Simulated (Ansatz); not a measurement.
Geometry optimisation, RKS PBE0-D4/def2-SVP in Ansatz 0.2.0.

The input (input.yaml):

```yaml
crystal:
  periodic: [false, false, false]
  atoms:
    - { symbol: Si, position_ang: [0.0, 0.0, 0.0] }
    - { symbol: "N", position_ang: [0.0, 0.0, 1.82] }
    - { symbol: H, position_ang: [-0.877, -0.2713, 2.35] }
    - { symbol: H, position_ang: [0.877, 0.2713, 2.35] }
    - { symbol: F, position_ang: [1.4994, 0.0, -0.5295] }
    - { symbol: F, position_ang: [-0.7489, 1.2974, -0.5295] }
    - { symbol: F, position_ang: [-0.7489, -1.2974, -0.5295] }
basis:
  gaussian: { orbitals: def2-SVP }
hamiltonian:
  xc: pbe0
  dispersion: d4
relax:
  f_tol: 0.02
  max_steps: 40
output:
  orbitals: {}
```

Command:

```bash
$ ansatz run input.yaml --threads 2 --pin off --max-ram 3072MiB --backend cpu --events-out ev --progress --plain --runs-dir out
```

Question: Where does it end, and by what steps?

Answer: It converged. The force dipped under the threshold on the way, but the program's further checks kept it going. After 13 steps the energy has fallen by 0.439 eV; H4 moved furthest, 0.18 Å.

```tsv
step	energy less start (eV)	largest force component (eV/Å)	accepted
0	0.0000	4.273	yes
1	-0.3483	2.412	yes
2	-0.4269	0.349	yes
3	-0.4351	0.092	yes
4	-0.4261	0.476	no
5	-0.4381	0.026	yes
6	-0.4386	0.008	yes
7	-0.4380	0.184	no
8	-0.4388	0.022	yes
9	-0.4389	0.035	yes
10	-0.4389	0.043	yes
11	-0.4390	0.048	yes
12	-0.4391	0.037	yes
13	-0.4392	0.020	yes
```

```xyz
7
Properties=species:S:1:pos:R:3
Si -0.001 -0.001 0.084
N 0.034 -0.067 1.762
H -0.761 -0.364 2.313
H 0.752 0.392 2.307
F 1.494 -0.016 -0.485
F -0.691 1.299 -0.555
F -0.825 -1.244 -0.495
```

Run time: 21 s on 2 threads of Arm Neoverse V2 (shared host), peak memory 0.16 GiB.
